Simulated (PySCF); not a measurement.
Delta-SCF ions had no search for a lower state. Excitations are Tamm–Dancoff values on a coarser integration grid. The basis has no diffuse functions, so Rydberg states are missing or too high.

Cartesian coordinates (Å):
SMILES: C#C[SiH]=[SiH2]
```xyz
8

C      2.4436    -0.6152    -0.6359
C      1.4200    -0.0321    -0.3669
Si    -0.0839     0.8289     0.1179
Si    -1.9642    -0.2105     0.2036
H      3.3446    -1.1295    -0.8809
H     -0.0179     2.2873    -0.1195
H     -3.1515     0.5241     0.6988
H     -1.9875    -1.6653     0.4776
```
Charge 0, spin multiplicity 1.

**Question.** Predict the dipole moment, S1–T1 gap (TDA), LUMO, HOMO, vertical ionisation energy (Delta-SCF), HOMO–LUMO gap, S1 excitation (TDA) and T1 excitation (TDA) from PySCF with PBE0-D4/def2-TZVP.

**Answer.** 
The dipole moment is 0.119 e·Å and the S1–T1 gap (TDA) comes out as 2.47 eV. The LUMO is -2.21 eV and the HOMO is -5.98 eV. The vertical ionisation energy (Delta-SCF) is 7.78 eV. The HOMO–LUMO gap is 3.77 eV and the S1 excitation (TDA) is 3.99 eV. The T1 excitation (TDA) is 1.53 eV.
